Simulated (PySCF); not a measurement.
# NMR data sheet: C4H3F6P

* Formula: C4H3F6P
* SMILES: FC(F)(F)/C=P/CC(F)(F)F
* InChI: InChI=1S/C4H3F6P/c5-3(6,7)1-11-2-4(8,9)10/h1H,2H2
* Point group of the computed structure: C1
* Carbon signals: 4
* Proton signals: 2

Numbering as in the mapped SMILES `[F:1][C:2]([F:3])([F:4])/[CH:5]=[P:6]/[CH2:7][C:8]([F:9])([F:10])[F:11]`. Each H is labelled by its parent atom.

- shielding tensors at PBE0/pcSseg-1 (GIAO)
- GFN2-xTB structure
- program: PySCF 2.14.0 with density-fitted response routines
- averaged over atoms made equivalent by symmetry, fast rotation or ring inversion, one conformer, non-relativistic Hamiltonian, no solvent model

Referencing at the same level of theory: 1H (σ = 31.72 ppm) and 13C (σ = 186.93 ppm) against TMS; 19F (σ = 170.95 ppm) against CFCl3; 31P (σ = 318.38 ppm) against H3PO4.

| carbon | δC, type | δH (multiplicity) | HMBC from (2–3 bonds) | span of the C tensor (ppm) |
| --- | --- | --- | --- | --- |
| C2 | 133.0, C | – | H(C5) | 11 |
| C5 | 196.0, CH | 8.75 (m) | H(C7) | 340 |
| C7 | 40.7, CH2 | 3.06 (m) | H(C5) | 43 |
| C8 | 133.7, C | – | H(C7) | 6 |

Other nuclei:
```
     atoms  nucleus               environment  δ (ppm)  σ (ppm)
F9/F10/F11      19F   fluorine of a CF3 group    -74.0    245.0
  F1/F3/F4      19F   fluorine of a CF3 group    -78.2    249.1
        P6      31P  phosphorus bonded to 2 C    318.0      0.4
```

- δC 196.0: carbon double-bonded to a heavier main-group atom.
- δC 133.7, 133.0: CF3 carbon; 3 electronegative neighbours deshield it.
- δC 40.7: sp3 CH2 bonded to P.
- δH 8.75: hydrogen on a carbon double-bonded to a heavier main-group atom.
- δH 3.06: hydrogen on an sp3 CH2 bonded to P.

Splittings by 19F and 31P in the carbon and heteronuclear signals aren't shown, as no couplings were computed. Shifts are as computed. Against solution values, carbons near 30 ppm lie about +3 ppm off and those near 130 ppm about +5 ppm. Of 1211 compounds with measured shifts, 218 miss one by over three times the rms of a fit or turn the order of signals round; such compounds aren't used in these exercises. Unscaled 19F shifts against computed CFCl3 carry errors that often reach 10 to 50 ppm. Experimental scales use liquid or dissolved standards, which lie at an offset from isolated H3PO4. Multiplicities follow the n + 1 count of equivalent neighbours, as no J values were calculated; m marks all less simple cases, F and P coupling included.
